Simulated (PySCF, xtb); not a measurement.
CH8O2Si2, SMILES C[Si](O)(O)[SiH3]. The values are those of a single conformer.

Harmonic wavenumbers (cm⁻¹) from GFN2-xTB (xtb 6.7.1) at its own minimum, in rising order: 21, 109, 119, 132, 200, 209, 244, 282, 307, 450, 464, 466, 702, 772, 789, 798, 799, 803, 815, 818, 869, 914, 1383, 1494, 1501, 2171, 2228, 2237, 3012, 3031, 3049, 3645, 3711.

### Question
What does r2SCAN-D4/def2-SVP in PySCF give at its own minimum? (An estimate is asked for; the answer gives what the named calculation found.)

### Answer
90, 107, 123, 133, 155, 166, 224, 250, 323, 430, 500, 502, 673, 726, 750, 783, 802, 851, 900, 925, 936, 948, 1253, 1422, 1428, 2194, 2206, 2220, 3023, 3125, 3136, 3860, 3887. Paired by order, the mean absolute difference is 52 cm⁻¹ and the zero-point energies are 55.1 and 55.8 kcal/mol.
